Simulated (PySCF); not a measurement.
**Telling isomers of C₃H₁₁ClO₂Si₃ apart by NMR**

Calculated, not measured (PySCF 2.14): GIAO PBE0/pcSseg-1 shieldings, coordinates at the GFN2-xTB level. No relativistic terms, isolated molecule, one conformer, one averaged value for each set of equivalent atoms.

Referencing at the same level of theory: 1H (σ = 31.72 ppm) and 13C (σ = 186.93 ppm) vs TMS. Where no couplings were computed, multiplicities follow the n + 1 count of equivalent neighbours, and m marks all less simple cases (inequivalent or close neighbours, rings, F or P nearby). Shifts are as computed. Against solution values, carbons near 30 ppm lie about +3 ppm off and those near 130 ppm about +5 ppm. Of 1211 compounds with measured shifts, 218 miss one by over three times the rms of a fit or turn the order of signals round; such compounds aren't used in these exercises.

(1) Tabulate the signals of `CC1(C)O[Si@@H](O[SiH3])[Si@@H]1Cl`, `CC(C)O[Si@@H]1O[SiH2][Si@@H]1Cl`, `C=C(C)O[Si@H](O[SiH3])[SiH2]Cl` and their relative energies.

(2) What is the quickest way to tell CC(C)O[Si@@H]1O[SiH2][Si@@H]1Cl from C=C(C)O[Si@H](O[SiH3])[SiH2]Cl?

(3) What is the quickest way to tell CC1(C)O[Si@@H](O[SiH3])[Si@@H]1Cl from C=C(C)O[Si@H](O[SiH3])[SiH2]Cl?

(4) What is the quickest way to tell CC1(C)O[Si@@H](O[SiH3])[Si@@H]1Cl from CC(C)O[Si@@H]1O[SiH2][Si@@H]1Cl?

Answers

(1) 
```tsv
SMILES	carbon types	δC	δH	E rel. (kcal/mol)
CC1(C)O[Si@@H](O[SiH3])[Si@@H]1Cl	1×C 2×CH3	81.0, 32.1, 30.9	5.81 (m, 1H), 5.39 (m, 1H), 5.14 (s, 3H), 1.58 (s, 3H), 1.48 (s, 3H)	3.1
CC(C)O[Si@@H]1O[SiH2][Si@@H]1Cl	1×CH 2×CH3	68.6, 30.2, 27.6	6.19 (m, 1H), 5.89 (m, 1H), 5.72 (m, 1H), 5.69 (m, 1H), 4.45 (m, 1H), 1.41 (d, 3H), 1.37 (d, 3H)	0.0
C=C(C)O[Si@H](O[SiH3])[SiH2]Cl	1×C 1×CH2 1×CH3	163.9, 95.1, 25.3	5.58 (m, 1H), 5.26 (m, 1H), 5.13 (s, 3H), 5.11 (m, 1H), 4.54 (br s, 1H), 4.37 (br s, 1H), 1.93 (s, 3H)	10.3
```

Energies are electronic energies at PBE0/pcSseg-1 on these geometries, without zero-point or thermal terms, each for the one conformer computed, which needn't be the lowest.

(2) Both give the same number of carbon signals, but DEPT or the intensities differ. The first has an sp3 CH bonded to O at 68.6 ppm, the second an alkene carbon bearing oxygen (C) at 163.9 ppm. In the proton spectra the most deshielded non-exchanging signals are 6.19 (m, 1H) and 5.58 (m, 1H).

(3) Both give the same number of carbon signals, but DEPT or the intensities differ. The first has a fully substituted sp3 carbon bonded to O and Si (C) at 81.0 ppm, the second an alkene carbon bearing oxygen (C) at 163.9 ppm.

(4) Both give the same number of carbon signals, but DEPT or the intensities differ. The first has a fully substituted sp3 carbon bonded to O and Si (C) at 81.0 ppm, the second an sp3 CH bonded to O at 68.6 ppm.
